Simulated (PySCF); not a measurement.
WOCl, quartet: computed properties

These are results of UPBE0 in PySCF with W def2-TZVP with ECP60, O def2-TZVP, Cl def2-TZVP; scalar-relativistic core potentials, no spin–orbit coupling; density-fitted integrals, not measurements.

The structure is a minimum.

```json
{
  "Point group": "Cs",
  "Bond lengths": "W–Cl 2.302 Å, W–O 1.690 Å",
  "Bond angles": "Cl–W–O 142.4°",
  "Spin squared ⟨S²⟩": "3.779",
  "Principal polarisabilities": "46.5, 49.1, 69.2 bohr³",
  "Heat capacity Cp at 298.15 K": "49.1 J/(mol K)",
  "Rotational symmetry number": "1",
  "Dipole moment": "1.49 D",
  "Entropy at 298.15 K and 1 bar (electronic part: spin only)": "309.4 J/(mol K)",
  "Atomisation energy without zero-point energy": "1141 kJ/mol",
  "Rotational constants": "1.383, 0.08315, 0.07844 cm⁻¹",
  "Lowest empty level (β)": "-3.13 eV",
  "Principal quadrupole moments (Buckingham, traceless) about the centre of mass": "-8.79, 3.43, 5.37 D Å",
  "Zero-point energy": "9.2 kJ/mol",
  "Enthalpy at 298.15 K above 0 K": "12.69 kJ/mol",
  "Highest occupied level (α)": "-6.97 eV"
}
```

Harmonic modes (masses in u: W 183.951, O 15.995, Cl 34.969):
```csv
symmetry,ω (cm⁻¹),IR (km/mol)
a',121,3.7
a',382,58.9
a',1034,171
```

Charges (e):
```csv
atom,Mulliken,Löwdin,polar tensor,spin (Mulliken),Mayer order to W1
W1,0.83,0.30,1.22,3.21,–
O2,-0.46,-0.28,-0.70,-0.18,2.22
Cl3,-0.38,-0.02,-0.52,-0.03,1.04
```

Mulliken populations on W1 (electrons outside its core potential): s 2.79, p 6.28, d 4.02, f 0.07.

Formally W is in oxidation state +3, d3, with 3 unpaired electrons (the high-spin count). The Mulliken spin on W is 3.21. The polar-tensor charge on W, 1.22, is far below the formal one.

This need not be the most stable arrangement of these atoms. Other spin states or occupations of the open shell can lie lower. Spin–orbit coupling, left out here, can matter for elements this heavy.

The final relaxation and frequency run took 44 s on 4 threads of a shared Arm Neoverse V1 host, with 108 basis functions and 16 gradients; the process peaked at 0.99 GiB. Launch command: `OMP_NUM_THREADS=4 python axn.py task.json out`.
